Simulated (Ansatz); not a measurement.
All values below come from B3LYP-D3(BJ)/def2-TZVP run with Ansatz (an electronic-structure program). No frequencies were computed at this level.

Ansatz 0.2 input:
```yaml
crystal:
  periodic: [false, false, false]
  atoms:
    - { symbol: C, position_ang: [1.334625, 0.455914, 0.324389] }
    - { symbol: C, position_ang: [0.529281, -0.553244, 0.051127] }
    - { symbol: C, position_ang: [-0.905412, -0.420731, -0.371597] }
    - { symbol: O, position_ang: [-1.40887, 0.890099, -0.363919] }
    - { symbol: H, position_ang: [2.355536, 0.3027, 0.627482] }
    - { symbol: H, position_ang: [1.011749, 1.480724, 0.237179] }
    - { symbol: H, position_ang: [0.871993, -1.576582, 0.122969] }
    - { symbol: H, position_ang: [-1.522738, -1.075351, 0.267383] }
    - { symbol: H, position_ang: [-1.013131, -0.773434, -1.403069] }
    - { symbol: H, position_ang: [-1.253034, 1.269905, 0.508056] }
basis:
  gaussian: { orbitals: def2-tzvp }
hamiltonian:
  xc: b3lyp
  dispersion: d3bj
relax:
  max_steps: 150
```

Output:

```
Functional definition: B3LYP
955 factors; their error is unknown
mean field evaluation 1: about -5248.1609 eV, gradient 6.5e1 eV
mean field evaluation 2: about -5241.6883 eV, gradient 8.6e1 eV
mean field evaluation 4: about -5257.2457 eV, gradient 4.9e0 eV
mean field evaluation 8: about -5257.2795 eV, gradient 6.1e-2 eV
mean field evaluation 16: about -5257.2795 eV, gradient 3.4e-5 eV
mean field -5257.27953547 eV, -193.2014594163 hartree, gradient 3.4e-5 eV, S^2 0.000000; 0 other end points of the search recorded, 0 dependent functions left out
reference -5257.27978110 eV, -193.2014684433 hartree; 16, 16 occupied and 144, 144 virtual orbitals, 955 factors
relax step   1: F+E_penalty+E_count = -5257.55601524 eV  Δ(F+E_penalty+E_count) = +0.000e0 eV  max|allowed force component| = 3.924e-1 eV/Å  Δτ_max = 0.0000 Å  (28 SCF iters, accepted)
these checks for a lower state are left out or cut short: starts, cluster_reference, orbital_swaps, neighbouring_geometries, increment
955 factors; their error is unknown
mean field -5257.28725981 eV, -193.2017432806 hartree, gradient 1.3e-5 eV, S^2 0.000000; 0 other end points of the search recorded, 0 dependent functions left out
reference -5257.28750607 eV, -193.2017523306 hartree; 16, 16 occupied and 144, 144 virtual orbitals, 955 factors
relax step   2: F+E_penalty+E_count = -5257.56304406 eV  Δ(F+E_penalty+E_count) = -7.029e-3 eV  max|allowed force component| = 1.811e-1 eV/Å  Δτ_max = 0.0235 Å  (31 SCF iters, accepted)
these checks for a lower state are left out or cut short: starts, cluster_reference, orbital_swaps, neighbouring_geometries, increment
955 factors; their error is unknown
mean field -5257.28871587 eV, -193.2017967901 hartree, gradient 1.3e-5 eV, S^2 0.000000; 0 other end points of the search recorded, 0 dependent functions left out
reference -5257.28896211 eV, -193.2018058389 hartree; 16, 16 occupied and 144, 144 virtual orbitals, 955 factors
relax step   3: F+E_penalty+E_count = -5257.56413400 eV  Δ(F+E_penalty+E_count) = -1.090e-3 eV  max|allowed force component| = 5.699e-2 eV/Å  Δτ_max = 0.0242 Å  (31 SCF iters, accepted)
these checks for a lower state are left out or cut short: starts, cluster_reference, orbital_swaps, neighbouring_geometries, increment
955 factors; their error is unknown
mean field evaluation 32: about -5257.2987 eV, gradient 7.8e-1 eV
mean field -5257.28946174 eV, -193.2018242002 hartree, gradient 1.3e-5 eV, S^2 0.000000; 0 other end points of the search recorded, 0 dependent functions left out
reference -5257.28970809 eV, -193.2018332535 hartree; 16, 16 occupied and 144, 144 virtual orbitals, 955 factors
relax step   4: F+E_penalty+E_count = -5257.56484946 eV  Δ(F+E_penalty+E_count) = -7.155e-4 eV  max|allowed force component| = 3.497e-2 eV/Å  Δτ_max = 0.0145 Å  (32 SCF iters, accepted)
these checks for a lower state are left out or cut short: starts, cluster_reference, orbital_swaps, neighbouring_geometries, increment
955 factors; their error is unknown
mean field -5257.28959029 eV, -193.2018289244 hartree, gradient 1.3e-5 eV, S^2 0.000000; 0 other end points of the search recorded, 0 dependent functions left out
reference -5257.28983658 eV, -193.2018379754 hartree; 16, 16 occupied and 144, 144 virtual orbitals, 955 factors
relax step   5: F+E_penalty+E_count = -5257.56499984 eV  Δ(F+E_penalty+E_count) = -1.504e-4 eV  max|allowed force component| = 1.161e-2 eV/Å  Δτ_max = 0.0047 Å  (32 SCF iters, accepted)
these checks for a lower state are left out or cut short: starts, cluster_reference, orbital_swaps, neighbouring_geometries, increment
955 factors; their error is unknown
mean field -5257.28967734 eV, -193.2018321234 hartree, gradient 1.3e-5 eV, S^2 0.000000; 0 other end points of the search recorded, 0 dependent functions left out
reference -5257.28992360 eV, -193.2018411734 hartree; 16, 16 occupied and 144, 144 virtual orbitals, 955 factors
relax step   6: F+E_penalty+E_count = -5257.56506573 eV  Δ(F+E_penalty+E_count) = -6.589e-5 eV  max|allowed force component| = 1.074e-2 eV/Å  Δτ_max = 0.0073 Å  (32 SCF iters, accepted)
these checks for a lower state are left out or cut short: starts, cluster_reference, orbital_swaps, neighbouring_geometries, increment
955 factors; their error is unknown
mean field -5257.28972212 eV, -193.2018337689 hartree, gradient 1.3e-5 eV, S^2 0.000000; 0 other end points of the search recorded, 0 dependent functions left out
reference -5257.28996838 eV, -193.2018428190 hartree; 16, 16 occupied and 144, 144 virtual orbitals, 955 factors
relax step   7: F+E_penalty+E_count = -5257.56508325 eV  Δ(F+E_penalty+E_count) = -1.752e-5 eV  max|allowed force component| = 8.678e-3 eV/Å  Δτ_max = 0.0041 Å  (32 SCF iters, accepted)
955 factors; their error is unknown
mean field evaluation 64: about -5257.2897 eV, gradient 7.5e-3 eV
mean field -5257.28972212 eV, -193.2018337689 hartree, gradient 1.3e-5 eV, S^2 0.000000; 1 other end points of the search recorded, 0 dependent functions left out
reference -5257.28996838 eV, -193.2018428190 hartree; 16, 16 occupied and 144, 144 virtual orbitals, 955 factors
Total energy: -5257.56532951 eV, -193.2119621539 hartree
Atom 0 at     1.348667     0.456491     0.317762 Å, force    -0.003357    -0.001621    -0.004392 eV/Å
Atom 1 at     0.528538    -0.551169     0.052533 Å, force     0.008678    -0.001233     0.002607 eV/Å
Atom 2 at    -0.903189    -0.417452    -0.372247 Å, force    -0.008471     0.008373    -0.002569 eV/Å
Atom 3 at    -1.404463     0.906840    -0.364732 Å, force     0.005635    -0.002615     0.003241 eV/Å
Atom 4 at     2.370355     0.283173     0.627582 Å, force     0.004128     0.001408     0.002506 eV/Å
Atom 5 at     1.031237     1.486670     0.216567 Å, force    -0.000981     0.002451     0.001318 eV/Å
Atom 6 at     0.882725    -1.574637     0.144173 Å, force    -0.002987    -0.002481    -0.001204 eV/Å
Atom 7 at    -1.524347    -1.076593     0.251100 Å, force     0.000978    -0.001996    -0.000211 eV/Å
Atom 8 at    -1.015235    -0.771824    -1.401166 Å, force    -0.000514    -0.002734     0.000911 eV/Å
Atom 9 at    -1.314288     1.258502     0.528429 Å, force    -0.003109     0.000447    -0.002207 eV/Å
Dipole moment:     0.088594    -0.183089     0.240921 e Å
```

Cost: very roughly 30 core-seconds.
